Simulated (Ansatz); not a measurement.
Consider the ligand exchange at a B–S bond: `BSC(=N)[SiH3]` + `C=C=CN` → `BNC=C=C` + `N=C([SiH3])S`.

Program: Ansatz. Geometries: PBE0-D4/def2-TZVP. ΔE: electronic, gas phase. CCSD(T)/CBS is the MP2 limit (def2-TZVPP, def2-QZVPP) plus CCSD(T) − MP2 in def2-TZVPP, frozen cores. DFT in def2-TZVPP. B3LYP here is the variant with VWN-RPA as its local correlation; programs differ in this. One conformer a species, not always the lowest.

| level | ΔE (kJ/mol) | difference from CCSD(T)/CBS |
| --- | --- | --- |
| PBE-D4 | -53.3 | 2.7 |
| r2SCAN-D4 | -55.5 | 0.5 |
| PBE0-D4 | -53.7 | 2.3 |
| B3LYP-D4 | -59.9 | -3.9 |
| ωB97X-V | -56.0 | 0.0 |
| ωB97M-V | -57.1 | -1.1 |
| B2PLYP | -60.7 | -4.7 |
| PBE | -55.4 | 0.6 |
| r2SCAN | -56.0 | 0.0 |
| PBE0 | -55.6 | 0.4 |
| B3LYP | -63.4 | -7.4 |
| HF/def2-TZVPP | -64.9 | -8.9 |
| MP2/def2-TZVPP | -56.4 | -0.4 |
| SCS-MP2/def2-TZVPP | -59.1 | -3.1 |
| CCSD/def2-TZVPP | -59.1 | -3.1 |
| CCSD(T)/def2-TZVPP | -57.0 | -1.0 |
| HF/def2-QZVPP | -65.5 | -9.5 |
| MP2/def2-QZVPP | -56.0 | 0.0 |
| SCS-MP2/def2-QZVPP | -58.7 | -2.7 |
| HF/CBS(def2) | -65.6 | -9.6 |
| MP2/CBS(def2) | -55.4 | 0.6 |
| CCSD/CBS(def2) | -58.2 | -2.2 |
| CCSD(T)/CBS | -56.0 | 0 |

Largest T1 diagnostic among the species: 0.015.

In def2-TZVPP, CCSD(T) changes the Hartree–Fock value by +7.9 kJ/mol (the triples alone add +2.1 kJ/mol) and MP2 by +8.5 kJ/mol. The D4 term adds +3.5 kJ/mol with B3LYP and +1.9 kJ/mol with PBE0; it sums over pairs of atoms, weighted by their polarisabilities, and B3LYP, whose exchange is more repulsive, gets the larger term.
